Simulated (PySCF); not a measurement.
## Dipole response of Al⁺ (aluminium, charge +1)

[Ne] 3s2, closed-shell 1S. All numbers are calculated (PySCF 2.14, the non-relativistic Hamiltonian (point nucleus), in dyall-av2z (13s9p2d, 50 functions)). Coupled (time-dependent) response in atomic units; α is the mean over directions. A double-zeta set is small for polarisabilities.

| method | mean α (bohr³) | C₆ (like pair) | S(−4) |
| --- | --- | --- | --- |
| UHF | 26.27 | 138.4 | 371.0 |
| PBE | 24.16 | 121.1 | 319.8 |
| PBE0 | 24.65 | 125.1 | 331.5 |
| wB97M-V | 23.02 | 111.2 | 298.2 |
| M06 | 23.64 | 113.3 | 328.0 |

S(−4) is the Cauchy moment in α(ω) = α(0) + S(−4) ω² + …

α(iu) at UHF:

```csv
u (hartree),α(iu) (bohr³)
0,26.27
0.0500,25.37
0.100,23.02
0.200,16.80
0.300,11.60
0.500,5.868
0.750,3.020
1.00,1.823
1.50,0.8824
2.00,0.5297
3.00,0.2617
5.00,0.1091
```

For an ion, C₆ is the dispersion term alone; charge-induced terms of lower order in 1/R come first.
